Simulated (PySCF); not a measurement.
## How exact exchange moves a shielding

Molecule: `B[C@H]1C=CC1`, C4H7B.

Bonds (- single, = double, # triple, : aromatic): B1-C2 1.551 Å, C2-C3 1.512 Å, C3=C4 1.342 Å, C4-C5 1.510 Å, C5-C2 1.563 Å. B1 carries H6, H7; C2 carries H8; C3 carries H9; C4 carries H10; C5 carries H11, H12. Stereochemistry as in B[C@H]1C=CC1. H12 is cis to B1 on the ring; H11 is trans to B1 on the ring.

GIAO shieldings (ppm, equivalent atoms averaged) in PySCF 2.14.0 with density-fitted response routines on the PBE0-D3(BJ)/def2-SVP geometry, basis pcSseg-2, gas phase, non-relativistic:

| functional | exact exchange (%) | σ(B1) | σ(C2) | σ(C5) |
| --- | --- | --- | --- | --- |
| BLYP | 0 | 7.3 | 109.1 | 132.3 |
| BP86 | 0 | 10.0 | 114.2 | 136.7 |
| PBE | 0 | 7.8 | 113.7 | 136.8 |
| B3LYP | 20 | 12.5 | 117.6 | 138.7 |
| PBE0 | 25 | 14.9 | 124.0 | 144.3 |
| BHandHLYP | 50 | 21.0 | 128.1 | 146.6 |
| HF | 100 | 38.3 | 143.8 | 158.1 |

(1) Fit each shielding as a line in the percentage of exact exchange.

(2) What does the line predict for mPW1PW91 (25 %), and what does the run give?

Results:

(1) σ(B1) = 7.8 + 0.30 x (rms 1.2 ppm); σ(C2) = 112.7 + 0.31 x (rms 2.1 ppm); σ(C5) = 135.6 + 0.23 x (rms 1.9 ppm). The functionals also differ in their semilocal parts, which the line can't hold; Hartree–Fock has no correlation at all.

(2) σ(B1): 15.3 predicted, 15.8 computed; σ(C2): 120.5 predicted, 123.8 computed; σ(C5): 141.3 predicted, 143.7 computed ppm.
